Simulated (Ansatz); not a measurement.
`[OH][GeH]([Cl])[Cl]` + HBr → `[Cl][GeH]([Cl])[Br]` + H₂O at 400 K and 1 bar (ligand exchange at a Ge–O bond).

Isolated molecules relaxed with PBE0-D4/def2-TZVP in Ansatz; ΔE leaves out vibrations. CCSD(T)/CBS is the MP2 limit (def2-TZVPP, def2-QZVPP) plus CCSD(T) − MP2 in def2-TZVPP, frozen cores. This one scheme is used for every species. For Br, Ge outer-core shells are correlated without core-valence functions, which leaves a few kJ/mol of doubt a bond. Scalar relativity is left out up to krypton. One conformer a species, not always the lowest.

```json
{"species": "`[OH][GeH]([Cl])[Cl]`", "CCSD(T)/CBS energy (Eh)": "-3072.15640", "H − E (kJ/mol)": "92.8", "S (J/(mol·K))": "364.0"}
{"species": "HBr", "CCSD(T)/CBS energy (Eh)": "-2573.91920", "H − E (kJ/mol)": "27.6", "S (J/(mol·K))": "207.2"}
{"species": "`[Cl][GeH]([Cl])[Br]`", "CCSD(T)/CBS energy (Eh)": "-5569.71077", "H − E (kJ/mol)": "58.2", "S (J/(mol·K))": "375.6"}
{"species": "H₂O", "CCSD(T)/CBS energy (Eh)": "-76.37941", "H − E (kJ/mol)": "69.8", "S (J/(mol·K))": "198.6"}
```

H − E and S are ideal-gas, rigid-rotor, harmonic terms from PBE0-D4/def2-TZVP, for one conformer and one mirror image of each species. 1 Eh = 2625.50 kJ/mol, R = 8.31446 J/(mol·K).

Q: By hand: ΔE, ΔH, ΔS and ΔG.

A: ΔE = (-5569.71077) + (-76.37941) − (-3072.15640) − (-2573.91920) = -0.01458 Eh = -38.3 kJ/mol. Δ(H − E) = 58.2 + 69.8 − 92.8 − 27.6 = 7.6, so ΔH = -30.7 kJ/mol. ΔS = 375.6 + 198.6 − 364.0 − 207.2 = 3.0 J/(mol·K). ΔG = -30.7 − 400 × (3.0)/1000 = -31.9 kJ/mol.

Q: By hand: the equilibrium constant, and the temperature at which ΔG would vanish if ΔH and ΔS stayed fixed.

A: log₁₀ K = −ΔG/(RT ln 10) = 4.2. ΔH and −TΔS have one sign here, so there is no such temperature.

The number of gas molecules stays the same, so ΔS is small and ΔH decides. A doubt of 5 kJ/mol in ΔE shifts log₁₀ K by 0.7 here. Other conformers and mirror images would add mixing entropy, several J/(mol·K) or more a flexible species. These are equilibria of isolated gas molecules and say nothing of rates. Largest T1 diagnostic: 0.010 (customary marks: 0.02 for closed shells, 0.045 for open ones).

ΔS is within the doubt of such terms, so its sign, and with it that verdict, could turn.
